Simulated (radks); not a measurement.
Values are calculated unless marked as measured or tabulated.
Problem. The table gives one normalised radial function P(r) = r R(r) of Li+ in [He] (r in bohr). Level of theory: scalar-relativistic Kohn-Sham, r2SCAN, spin-polarised, spherical densities, finite nucleus; meta-GGA in the generalised Kohn-Sham scheme; Fermi nuclear charge, rms radius 2.444 fm (a radial shooting solver on a logarithmic mesh with Libxc functionals).

r	P
0.0197	0.1732
0.02117	0.1853
0.02293	0.1996
0.02484	0.2150
0.02691	0.2315
0.02892	0.2473
0.03133	0.2660
0.03394	0.2859
0.03677	0.3071
0.03951	0.3273
0.0428	0.3511
0.04637	0.3763
0.05023	0.4029
0.05398	0.4282
0.05848	0.4577
0.06335	0.4887
0.06862	0.5211
0.07375	0.5516
0.07989	0.5867
0.08654	0.6232
0.09375	0.6608
0.1016	0.6995
0.1091	0.7351
0.1182	0.7753
0.1281	0.8160
0.1387	0.8567
0.1491	0.8932
0.1615	0.9332
0.175	0.9721
0.1895	1.0096
0.2037	1.0415
0.2207	1.0746
0.239	1.1044
0.259	1.1305
0.2783	1.1501
0.3015	1.1671
0.3266	1.1784
0.3538	1.1835
0.3802	1.1822
0.4118	1.1740
0.4461	1.1581
0.4833	1.1345
0.5236	1.1030
0.5626	1.0680
0.6095	1.0221
0.6603	0.9691
0.7153	0.9098
0.7686	0.8517
0.8327	0.7829
0.902	0.7109
0.9771	0.6371
1.05	0.5702
1.138	0.4967
1.232	0.4256
1.335	0.3583
1.435	0.3018
1.554	0.2446
1.684	0.1938
1.824	0.1499
1.96	0.1164
2.123	0.0856
2.3	0.0611

Which n and l does it have? It may be an empty orbital.

Solution. n = 1, l = 0: the number of nodes gives n - l - 1 = 0, the rise at small r (about r^(l+1)) gives l, and the extent must fit the shell. The curve is that of 1s. 1s: eigenvalue -61.925 eV, 0 radial nodes, <r> = 0.575 bohr, 90 % of the charge inside 1.04 bohr.
